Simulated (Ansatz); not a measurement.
`[CH3][InH][C]#N` + H₂ → `N#[C][InH2]` + CH₄ at 400 K and 1 bar (hydrogenolysis of the In–C bond).

Isolated molecules relaxed with PBE0-D4/def2-TZVP in Ansatz; ΔE leaves out vibrations. CCSD(T)/CBS adds triple-zeta CCSD(T) − MP2 to the extrapolated MP2 energy (def2 sets, frozen cores). This one scheme is used for every species. def2 core potentials past Kr. For In outer-core shells are correlated without core-valence functions, which leaves a few kJ/mol of doubt a bond.

| species | CCSD(T)/CBS energy (Eh) | H − E (kJ/mol) | S (J/(mol·K)) |
| --- | --- | --- | --- |
| `[CH3][InH][C]#N` | -323.00069 | 159.2 | 383.0 |
| H₂ | -1.17544 | 38.0 | 139.0 |
| `N#[C][InH2]` | -283.72690 | 73.3 | 315.0 |
| CH₄ | -40.46206 | 131.3 | 197.2 |

H − E and S are ideal-gas, rigid-rotor, harmonic terms from PBE0-D4/def2-TZVP. The MP2-based limit puts H₂ 0.8 mEh under its directly extrapolated value; such offsets cancel only in part. 1 Eh = 2625.50 kJ/mol, R = 8.31446 J/(mol·K).

Q: By hand: ΔE, ΔH, ΔS and ΔG.

A: ΔE = (-283.72690) + (-40.46206) − (-323.00069) − (-1.17544) = -0.01283 Eh = -33.7 kJ/mol. Δ(H − E) = 73.3 + 131.3 − 159.2 − 38.0 = 7.4, so ΔH = -26.3 kJ/mol. ΔS = 315.0 + 197.2 − 383.0 − 139.0 = -9.8 J/(mol·K). ΔG = -26.3 − 400 × (-9.8)/1000 = -22.4 kJ/mol.

Q: By hand: the equilibrium constant, and the temperature at which ΔG would vanish if ΔH and ΔS stayed fixed.

A: log₁₀ K = −ΔG/(RT ln 10) = 2.9. ΔG = 0 at ΔH/ΔS = 2684 K, far beyond where these terms or the molecules hold.

The number of gas molecules stays the same, so ΔS is small and ΔH decides. A doubt of 5 kJ/mol in ΔE shifts log₁₀ K by 0.7 here. Modes under 60 cm⁻¹, often nearly free rotors, make the harmonic entropy too high. These are equilibria of isolated gas molecules and say nothing of rates. Largest T1 diagnostic: 0.015 (customary marks: 0.02 for closed shells, 0.045 for open ones).
